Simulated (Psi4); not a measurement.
C4H7 (SMILES [CH]1CCC1), doublet, geometry from GFN2-xTB; PBE/def2-SV(P) (Psi4 1.11).

The Psi4 input:
```
memory 2 GB

molecule {
0 2
  C     0.00788728    1.06774097    0.04664582
  C    -0.00763800   -1.03399532   -0.04517160
  C    -1.08467578    0.06806734    0.00750974
  C     1.08556611    0.05246214   -0.00224423
  H     0.01578849    2.13736921    0.09337410
  H    -0.01599358   -1.62576582   -0.95751018
  H    -0.00859656   -1.70312770    0.81208260
  H    -1.73307724    0.04050504    0.89034144
  H    -1.74043106    0.11741518   -0.86891810
  H     1.74141305    0.01552159    0.87472563
  H     1.73405923    0.09243173   -0.88453390
}

set basis def2-sv(p)
set reference uks

energy('pbe')
print_variables()
```

Q: Predict the main parts of the log of this Psi4 run.

A: 
```
   => Loading Basis Set <=

    Name: DEF2-SV(P)
    Role: ORBITAL
    Keyword: BASIS

         ---------------------------------------------------------
                                   SCF
               by Justin Turney, Rob Parrish, Andy Simmonett
                          and Daniel G. A. Smith
                              UKS Reference
         ---------------------------------------------------------

  ==> Geometry <==

    Molecular point group: c1
    Full point group: C1

    Geometry (in Angstrom), charge = 0, multiplicity = 2:

       Center              X                  Y                   Z               Mass
    ------------   -----------------  -----------------  -----------------  -----------------
         C            0.007764054631     1.051059264569     0.045917056365    12.000000000000
         C           -0.007761225369    -1.050677025431    -0.045900363635    12.000000000000
         C           -1.084799005369     0.051385634569     0.006780976365    12.000000000000
         C            1.085442884631     0.035780434569    -0.002972993635    12.000000000000
         H            0.015665264631     2.120687504569     0.092645336365     1.007825032230
         H           -0.016116805369    -1.642447525431    -0.958238943635     1.007825032230
         H           -0.008719785369    -1.719809405431     0.811353836365     1.007825032230
         H           -1.733200465369     0.023823334569     0.889612676365     1.007825032230
         H           -1.740554285369     0.100733474569    -0.869646863635     1.007825032230
         H            1.741289824631    -0.001160115431     0.873996866365     1.007825032230
         H            1.733936004631     0.075750024569    -0.885262663635     1.007825032230

  Running in c1 symmetry.

  Rotational constants: A =      0.40555  B =      0.37349  C =      0.21811 [cm^-1]
  Rotational constants: A =  12158.19376  B =  11196.95269  C =   6538.75018 [MHz]
  Nuclear repulsion =  120.111617287204723

  Charge       = 0
  Multiplicity = 2
  Electrons    = 31
  Nalpha       = 16
  Nbeta        = 15

  ==> Algorithm <==

  SCF Algorithm Type is DF.
  DIIS enabled.
  MOM disabled.
  Fractional occupation disabled.
  Guess Type is SAD.
  Energy threshold   = 1.00e-06
  Density threshold  = 1.00e-06
  Integral threshold = 1.00e-12

  ==> Primary Basis <==

  Basis Set: DEF2-SV(P)
    Blend: DEF2-SV(P)
    Number of shells: 38
    Number of basis functions: 70
[...]
      Ntotal   =   30.9998604740 ; deviation = -1.395e-04

   @Spin Contamination Metric:   3.717864086E-03
   @S^2 Expected:                7.500000000E-01
   @S^2 Observed:                7.537178641E-01
   @S   Expected:                5.000000000E-01
   @S   Observed:                5.000000000E-01

    Orbital Energies [Eh]
    ---------------------

    Alpha Occupied:

[...]
      16A     -0.146207

    Alpha Virtual:

[...]
    Beta Occupied:

[...]
    Beta Virtual:

[...]
      70A      2.749442

    Final Occupation by Irrep:
              A
    DOCC [    15 ]
    SOCC [     1 ]
    NA   [    16 ]
    NB   [    15 ]

  @DF-UKS Final Energy:  -156.19205245145383

   => Energetics <=

    Nuclear Repulsion Energy =            120.1116172872047230
    One-Electron Energy =                -446.6206546345760557
    Two-Electron Energy =                 194.3994438253489534
    DFT Exchange-Correlation Energy =     -24.0824589294314784
    Empirical Dispersion Energy =           0.0000000000000000
    VV10 Nonlocal Energy =                  0.0000000000000000
    Total Energy =                       -156.1920524514538329

  UHF NO Occupations:
  HONO-2 :   14  A 1.9997177
  HONO-1 :   15  A 1.9989298
  HONO-0 :   16  A 1.0000000
  LUNO+0 :   17  A 0.0010702
  LUNO+1 :   18  A 0.0002823
  LUNO+2 :   19  A 0.0002281
  LUNO+3 :   20  A 0.0001681

Computation Completed

Properties will be evaluated at   0.000000,   0.000000,   0.000000 [a0]

Properties computed using the SCF density matrix

 Multipole Moments:

 ------------------------------------------------------------------------------------
     Multipole            Electronic (a.u.)      Nuclear  (a.u.)        Total (a.u.)
 ------------------------------------------------------------------------------------

 L = 1.  Multiply by 2.5417464519 to convert [e a0] to [Debye]
 Dipole X            :          0.0066378           -0.0072187           -0.0005809
 Dipole Y            :          0.8985974           -0.9772395           -0.0786421
 Dipole Z            :          0.0392565           -0.0426921           -0.0034356
 Magnitude           :                                                    0.0787192

 ------------------------------------------------------------------------------------

  Variable Map:
  ----------------------------------------------------------------------------
[...]
  Array Variable Map:
  ----------------------------------------------------------------------------
[...]
[...]
```
